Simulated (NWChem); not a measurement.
Molecule: C$_{2}$H$_{6}$FLa; SMILES [La]([F])([CH3])[CH3]

Program: NWChem. Geometry: optimised at PBE0/def2-SVP. No frequency run checked for a minimum. def2 effective core potentials on La; no spin-orbit coupling. Ions are spin-unrestricted doublets at the neutral geometry; other ion states weren't tried.

### Question
What does the run give for PBE0/def2-SVP? Quantities: vertical ionisation energy, ΔSCF (eV); −ε(HOMO) (eV).

### Answer
| Property | Result |
|---|---|
| vertical ionisation energy, ΔSCF (eV) | 8.10 |
| −ε(HOMO) (eV) | 6.15 |
